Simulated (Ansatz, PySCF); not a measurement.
Zr(Me)2(H)2 (C₂H₈Zr), SMILES [CH3][ZrH2][CH3], multiplicity 1. Atoms are numbered in the order given.

```xyz
11

Zr    -0.1770    -0.1057     0.0948
C     -0.1396     0.6938    -1.9523
H     -0.3238    -0.1375    -2.6623
H      0.8048     1.1908    -2.2384
H     -0.9651     1.4252    -2.0645
C      1.7388     0.2962     1.0947
H      1.5456     0.8942     2.0080
H      2.4790     0.8362     0.4773
H      2.1857    -0.6685     1.4087
H     -1.5405     0.7455     1.0469
H     -0.4345    -1.9541     0.0117
```

Geometry: B3LYP-D3(BJ)/def2-SVP. The multiplicity is an assumed one; no other spin state was optimised. The structure was generated by enumeration; whether it is a known compound was not checked. The def2 effective core potentials stand for the cores of Zr; spin–orbit coupling is left out.

Two levels are set side by side: PBE-D3(BJ)/def2-SVP (Ansatz, a first-principles code) and B3LYP-D3(BJ)/def2-SVP (Ansatz). Each level has its own optimised geometry; the coordinates shown are those of the second. Frequencies come from the Hessian of PySCF at each geometry. Differences are taken from unrounded values.

```json
[
 {"quantity": "mean bond length (Å)", "B3LYP-D3(BJ)": "1.478", "PBE-D3(BJ)": "1.481", "PBE-D3(BJ) minus B3LYP-D3(BJ)": "0.003"},
 {"quantity": "bond Zr1–C2 (Å)", "B3LYP-D3(BJ)": "2.198", "PBE-D3(BJ)": "2.188", "PBE-D3(BJ) minus B3LYP-D3(BJ)": "-0.010"},
 {"quantity": "bond Zr1–C6 (Å)", "B3LYP-D3(BJ)": "2.198", "PBE-D3(BJ)": "2.188", "PBE-D3(BJ) minus B3LYP-D3(BJ)": "-0.010"},
 {"quantity": "bond Zr1–H10 (Å)", "B3LYP-D3(BJ)": "1.868", "PBE-D3(BJ)": "1.874", "PBE-D3(BJ) minus B3LYP-D3(BJ)": "0.005"},
 {"quantity": "bond Zr1–H11 (Å)", "B3LYP-D3(BJ)": "1.868", "PBE-D3(BJ)": "1.874", "PBE-D3(BJ) minus B3LYP-D3(BJ)": "0.005"},
 {"quantity": "bond C2–H3 (Å)", "B3LYP-D3(BJ)": "1.109", "PBE-D3(BJ)": "1.116", "PBE-D3(BJ) minus B3LYP-D3(BJ)": "0.008"},
 {"quantity": "bond C2–H4 (Å)", "B3LYP-D3(BJ)": "1.105", "PBE-D3(BJ)": "1.112", "PBE-D3(BJ) minus B3LYP-D3(BJ)": "0.007"},
 {"quantity": "bond C2–H5 (Å)", "B3LYP-D3(BJ)": "1.109", "PBE-D3(BJ)": "1.116", "PBE-D3(BJ) minus B3LYP-D3(BJ)": "0.008"},
 {"quantity": "bond C6–H7 (Å)", "B3LYP-D3(BJ)": "1.109", "PBE-D3(BJ)": "1.116", "PBE-D3(BJ) minus B3LYP-D3(BJ)": "0.008"},
 {"quantity": "bond C6–H8 (Å)", "B3LYP-D3(BJ)": "1.105", "PBE-D3(BJ)": "1.112", "PBE-D3(BJ) minus B3LYP-D3(BJ)": "0.007"},
 {"quantity": "bond C6–H9 (Å)", "B3LYP-D3(BJ)": "1.109", "PBE-D3(BJ)": "1.116", "PBE-D3(BJ) minus B3LYP-D3(BJ)": "0.008"},
 {"quantity": "highest harmonic wavenumber (cm⁻¹)", "B3LYP-D3(BJ)": "3090", "PBE-D3(BJ)": "3050", "PBE-D3(BJ) minus B3LYP-D3(BJ)": "-40"},
 {"quantity": "mean harmonic wavenumber (cm⁻¹)", "B3LYP-D3(BJ)": "1268", "PBE-D3(BJ)": "1236", "PBE-D3(BJ) minus B3LYP-D3(BJ)": "-31"},
 {"quantity": "zero-point energy (kcal/mol)", "B3LYP-D3(BJ)": "48.93", "PBE-D3(BJ)": "47.72", "PBE-D3(BJ) minus B3LYP-D3(BJ)": "-1.20"}
]
```
